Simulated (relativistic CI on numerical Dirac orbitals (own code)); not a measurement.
**Line list: Electric-dipole lines, Bi62+**

Method of calculation: Dirac-Coulomb-Breit CI, KLI orbitals optimised for each configuration, a model potential for QED, unscaled Slater integrals (own radial code, finite nucleus).

Configuration list (outside the closed core [Ne]): 3s²3p⁶3d³, 3s²3p⁵3d⁴, 3s3p⁶3d⁴, 3s²3p⁶3d²4s, 3s²3p⁶3d²4p, 3s²3p⁶3d²4d, 3s²3p⁵3d³4s, 3s²3p⁶3d²4f, 3s²3p⁵3d³4p, 3s3p⁶3d³4s, 3p⁶3d⁴4p, 3p⁶3d⁵, 3p⁵3d⁶, 3p⁵3d⁵4s, 3p⁶3d⁴4s, 3p⁵3d⁴4s², 3s²3p⁶3d4s², 3s²3p⁶4s²4p, 3s²3p⁶4s²4d. Double excitations out of closed p, d and f shells are left out; levels of such configurations are missing from the list, as are those of other unlisted configurations, and high levels can miss mixing partners. These lack a partner that the ground configuration has and come out too high: 3s²3p⁵3d³4p.

| λ vac (Å) | Lower | Upper | A (s⁻¹) | gf | Branching (%) |
| --- | --- | --- | --- | --- | --- |
| 12.545 | 3s²3p⁶3d³ ²G7/2 [5] | 3s²3p⁵3d⁴ ²D°5/2 [145] | 7.38e+12 | 1.05e+00 | 41.3 |
| 12.552 | 3s²3p⁶3d³ ⁴F5/2 [2] | 3s²3p⁵3d⁴ ⁴P°3/2 [143] | 4.99e+12 | 4.71e-01 | 30.0 |
| 12.633 | 3s²3p⁶3d³ ²H9/2 [4] | 3s²3p⁵3d⁴ ²F°7/2 [144] | 1.15e+13 | 2.20e+00 | 65.8 |
| 12.646 | 3s²3p⁶3d³ ⁴P3/2 [3] | 3s²3p⁵3d⁴ ⁴P°3/2 [143] | 5.04e+12 | 4.84e-01 | 30.3 |
| 12.687 | 3s²3p⁶3d³ ⁴F9/2 [9] | 3s²3p⁵3d⁴ ⁴D°7/2 [165] | 6.11e+12 | 1.18e+00 | 45.2 |
| 12.707 | 3s²3p⁶3d³ ⁴F7/2 [8] | 3s²3p⁵3d⁴ ²F°5/2 [161] | 7.96e+12 | 1.16e+00 | 63.4 |
| 12.713 | 3s²3p⁶3d³ ⁴F7/2 [8] | 3s²3p⁵3d⁴ ²G°9/2 [160] | 3.35e+12 | 8.11e-01 | 30.6 |
| 12.738 | 3s²3p⁶3d³ ⁴F9/2 [9] | 3s²3p⁵3d⁴ ²H°11/2 [162] | 3.01e+12 | 8.78e-01 | 21.9 |
| 12.743 | 3s²3p⁶3d³ ²H11/2 [12] | 3s²3p⁵3d⁴ ²G°9/2 [166] | 9.92e+12 | 2.41e+00 | 96.8 |
| 12.785 | 3s²3p⁶3d³ ⁴F9/2 [9] | 3s²3p⁵3d⁴ ²G°9/2 [160] | 4.55e+12 | 1.12e+00 | 41.6 |
| 12.813 | 3s²3p⁶3d³ ²F5/2 [15] | 3s²3p⁵3d⁴ ²P°3/2 [169] | 1.07e+13 | 1.05e+00 | 78.3 |
| 12.834 | 3s²3p⁶3d³ ²F7/2 [14] | 3s²3p⁵3d⁴ ²F°7/2 [168] | 8.27e+12 | 1.63e+00 | 66.6 |
| 12.837 | 3s²3p⁶3d³ ⁴P5/2 [13] | 3s²3p⁵3d⁴ ⁴D°7/2 [165] | 6.65e+12 | 1.31e+00 | 49.1 |
| 12.839 | 3s²3p⁶3d³ ²D3/2 [16] | 3s²3p⁵3d⁴ ²D°3/2 [171] | 1.25e+13 | 1.23e+00 | 94.6 |
| 12.859 | 3s²3p⁶3d³ ²D3/2 [1] | 3s²3p⁵3d⁴ ⁴D°1/2 [137] | 1.54e+13 | 7.62e-01 | 99.7 |
| 12.880 | 3s²3p⁶3d³ ²H11/2 [12] | 3s²3p⁵3d⁴ ²H°11/2 [162] | 1.07e+13 | 3.20e+00 | 78.0 |
| 12.882 | 3s²3p⁶3d³ ²G9/2 [18] | 3s²3p⁵3d⁴ ²G°9/2 [194] | 6.54e+12 | 1.63e+00 | 99.8 |
| 12.885 | 3s²3p⁶3d³ ⁴F9/2 [9] | 3s²3p⁵3d⁴ ⁴D°7/2 [159] | 5.29e+12 | 1.05e+00 | 59.5 |
| 12.886 | 3s²3p⁶3d³ ²G9/2 [18] | 3s²3p⁵3d⁴ ²F°7/2 [193] | 9.42e+12 | 1.88e+00 | 93.6 |
| 12.952 | 3s²3p⁶3d³ ²D5/2 [7] | 3s²3p⁵3d⁴ ²D°5/2 [145] | 7.93e+12 | 1.20e+00 | 44.4 |
| 12.972 | 3s²3p⁶3d³ ²G9/2 [18] | 3s²3p⁵3d⁴ ²H°11/2 [191] | 7.60e+12 | 2.30e+00 | 99.6 |
| 12.985 | 3s²3p⁶3d³ ⁴F5/2 [2] | 3s²3p⁵3d⁴ ²G°7/2 [142] | 2.34e+12 | 4.73e-01 | 33.3 |
| 13.058 | 3s²3p⁶3d³ ²D5/2 [7] | 3s²3p⁵3d⁴ ²F°7/2 [144] | 3.35e+12 | 6.85e-01 | 19.1 |
| 13.147 | 3s²3p⁶3d³ ⁴F5/2 [2] | 3s²3p⁵3d⁴ ⁴D°3/2 [139] | 5.68e+12 | 5.88e-01 | 73.1 |
| 13.150 | 3s²3p⁶3d³ ²G7/2 [5] | 3s²3p⁵3d⁴ ²G°7/2 [142] | 4.17e+12 | 8.64e-01 | 59.3 |
| 13.184 | 3s²3p⁶3d³ ²H9/2 [4] | 3s²3p⁵3d⁴ ²H°9/2 [140] | 5.96e+12 | 1.55e+00 | 84.3 |
| 14.254 | 3s²3p⁵3d⁴ ⁴G°11/2 [26] | 3s3p⁶3d⁴ ⁴F9/2 [189] | 7.47e+12 | 2.28e+00 | 59.3 |
| 23.720 | 3s²3p⁶3d³ ⁴F5/2 [2] | 3s²3p⁵3d⁴ ⁴F°5/2 [73] | 1.67e+12 | 8.45e-01 | 75.2 |
| 23.721 | 3s²3p⁶3d³ ²H11/2 [12] | 3s²3p⁵3d⁴ ²G°9/2 [121] | 2.41e+12 | 2.03e+00 | 93.9 |
| 23.747 | 3s²3p⁶3d³ ²D5/2 [7] | 3s²3p⁵3d⁴ ²P°3/2 [84] | 2.32e+12 | 7.84e-01 | 96.3 |
| 23.819 | 3s²3p⁶3d³ ²D3/2 [1] | 3s²3p⁵3d⁴ ²D°3/2 [35] | 2.58e+12 | 8.78e-01 | 99.4 |
| 23.821 | 3s²3p⁶3d³ ²G9/2 [18] | 3s²3p⁵3d⁴ ²F°7/2 [133] | 2.35e+12 | 1.60e+00 | 88.2 |
| 23.866 | 3s²3p⁶3d³ ²H9/2 [4] | 3s²3p⁵3d⁴ ²F°7/2 [79] | 1.12e+12 | 7.67e-01 | 98.1 |
| 23.917 | 3s²3p⁶3d³ ⁴P3/2 [3] | 3s²3p⁵3d⁴ ⁴D°3/2 [74] | 1.48e+12 | 5.09e-01 | 57.9 |
| 24.001 | 3s²3p⁶3d³ ⁴F5/2 [2] | 3s²3p⁵3d⁴ ⁴D°3/2 [69] | 1.69e+12 | 5.83e-01 | 81.0 |
| 24.027 | 3s²3p⁶3d³ ²H9/2 [4] | 3s²3p⁵3d⁴ ²H°9/2 [76] | 2.27e+12 | 1.97e+00 | 85.5 |
| 24.027 | 3s²3p⁶3d³ ⁴F9/2 [9] | 3s²3p⁵3d⁴ ²G°7/2 [114] | 1.07e+12 | 7.44e-01 | 61.4 |
| 24.034 | 3s²3p⁶3d³ ²G7/2 [5] | 3s²3p⁵3d⁴ ²F°5/2 [77] | 1.83e+12 | 9.51e-01 | 79.7 |
| 24.086 | 3s²3p⁶3d³ ²D5/2 [7] | 3s²3p⁵3d⁴ ²D°5/2 [83] | 2.22e+12 | 1.16e+00 | 82.2 |
| 24.126 | 3s²3p⁶3d³ ²G7/2 [5] | 3s²3p⁵3d⁴ ²G°7/2 [75] | 2.04e+12 | 1.42e+00 | 80.6 |
| 24.249 | 3s²3p⁶3d³ ²D3/2 [1] | 3s²3p⁵3d⁴ ²F°5/2 [34] | 2.20e+12 | 1.16e+00 | 99.2 |
| 24.426 | 3s²3p⁶3d³ ⁴F9/2 [9] | 3s²3p⁵3d⁴ ²H°9/2 [109] | 1.80e+12 | 1.61e+00 | 87.0 |
| 24.634 | 3s²3p⁶3d³ ²H11/2 [12] | 3s²3p⁵3d⁴ ²H°11/2 [113] | 1.75e+12 | 1.91e+00 | 90.4 |
| 24.915 | 3s²3p⁶3d³ ²H9/2 [4] | 3s²3p⁵3d⁴ ²H°11/2 [67] | 5.39e+11 | 6.02e-01 | 98.8 |
| 25.158 | 3s²3p⁶3d³ ⁴F5/2 [2] | 3s²3p⁵3d⁴ ⁴G°7/2 [58] | 6.64e+11 | 5.04e-01 | 89.8 |

Terms are leading LS components. Brackets give the number of a level in order of energy, since labels repeat. The list gives strong lines, with weight on those to low levels, without lines whose two gauges differ by over a factor of 2.5, among the lowest 200 of 2434 levels, so that lines to higher ones, which can be the strongest, are missing. Levels whose partners in the same complex of configurations lie outside the list can be far off, and so can their lines. Rates are taken at the computed energies, electric ones in the length gauge.

At this charge energies of transitions that change n are usually good to better than 1 %, and those within a shell (Δn = 0) to a few per cent.

LS names give the leading component of a level, which can be under half, so a name can repeat, a term be missing and a line seem to break the LS rules.
